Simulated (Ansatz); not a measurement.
Worked example: C3H7I + H2O2 → C3H8O + HOI

Species: C3H7I (1-iodopropane) `CCCI`, singlet; H2O2 (hydrogen peroxide) `OO`, singlet; C3H8O `CCCO`, singlet; HOI (hypoiodous acid) `OI`, singlet. The partners trade I for OH: C–I and O–OH bonds give way to C–OH and O–I.

Shapes, held fixed at every level: PBE0-D4/def2-TZVP. Flexible molecules stand in one conformer, not always the lowest. Programs: Ansatz 0.2.0. Electronic energies: no zero-point or thermal term.

At CCSD(T)/def2-TZVPP; 1 Eh = 2625.50 kJ/mol:

```
species  energy (Eh)
  C3H7I  -415.458076
   H2O2  -151.364782
  C3H8O  -194.040333
    HOI  -372.835641
```

Question: Work out ΔE of the reaction at this level.

Answer: 
1. Products less reactants: (-194.040333) + (-372.835641) − [(-415.458076) + (-151.364782)] = -0.053116 Eh = -139.5 kJ/mol.

Other levels give -149.1 (B2PLYP/def2-TZVPP) to -139.3 kJ/mol (PBE0-D4/def2-TZVPP). No measured value is set beside it here. For atoms past krypton def2 sets carry core potentials with scalar relativity. Outer-core shells of I are correlated in most correlated rows, in sets that cover them unevenly.
